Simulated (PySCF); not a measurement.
How methods differ on the ionisation energy of Ne⁺

Ne⁺ [He] 2s2 2p5 (2P) → Ne²⁺ [He] 2s2 2p4 (3P), as a difference of total energies. All numbers are calculated (PySCF 2.14, scalar relativity by spin-free X2C-1e, in aug-cc-pVDZ-DK). Correlated levels: valence: 1s2 frozen. The calculations carry no spin-orbit coupling.

| method | ionisation energy (eV) | error (eV) |
| --- | --- | --- |
| UHF | 39.300 | -1.663 |
| PBE0 | 41.058 | +0.095 |
| B3LYP | 41.349 | +0.386 |
| MP2 (valence) | 40.513 | -0.450 |
| SCS-MP2 (valence) | 40.461 | -0.502 |
| CCSD (valence) | 40.459 | -0.504 |
| CCSD(T) (valence) | 40.480 | -0.483 |

Reference: 40.963 eV (measured; NIST Atomic Spectra Database, ionization energies).

Errors of the correlated levels include the incompleteness of this basis and the frozen core.
